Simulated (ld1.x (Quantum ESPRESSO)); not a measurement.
An all-electron radial function and its pseudo partner (erbium (Er))

Columns: radius, all-electron u(r) and pseudo u(r) of the 6p shell (level -1.95 eV) of erbium in the configuration [Xe] 4f11 5d1 6s1 6p1; PBEsol, scalar-relativistic, TM scheme, ld1.x (Quantum ESPRESSO) 7.5.

```csv
r (bohr),all-electron,pseudo
0.182,-0.0726,0.0014
0.365,0.1019,0.0056
0.548,0.0638,0.0126
0.730,-0.0717,0.0225
0.912,-0.1679,0.0353
1.095,-0.2000,0.0514
1.277,-0.1811,0.0706
1.460,-0.1302,0.0933
1.642,-0.0630,0.1193
1.825,0.0106,0.1487
2.007,0.0833,0.1811
2.190,0.1522,0.2163
2.372,0.2144,0.2531
2.555,0.2700,0.2909
2.738,0.3184,0.3282
2.920,0.3595,0.3634
3.102,0.3941,0.3953
3.285,0.4226,0.4228
3.468,0.4453,0.4453
3.650,0.4623,0.4623
3.832,0.4746,0.4746
4.015,0.4824,0.4824
4.198,0.4862,0.4862
4.380,0.4865,0.4865
4.562,0.4839,0.4839
4.745,0.4785,0.4785
```

Q: How many radial nodes do the two functions have?

A: The all-electron 6p function has n − l − 1 = 4 (the table is too coarse to show those close to the nucleus); the pseudo-wave has 0, since the states of the same l below it are removed with the core.

Q: At about which radius was the pseudo-wave matched?

A: 3.65 bohr. The columns agree to 0.0005 from 3.29 bohr on; several derivatives are matched, so the curves merge somewhat inside the radius.

Q: Is the pseudo-wave norm-conserving?

A: Yes: the TM scheme keeps the norm inside the radius equal to the all-electron one, which fixes the energy derivative of the logarithmic derivative at the level.
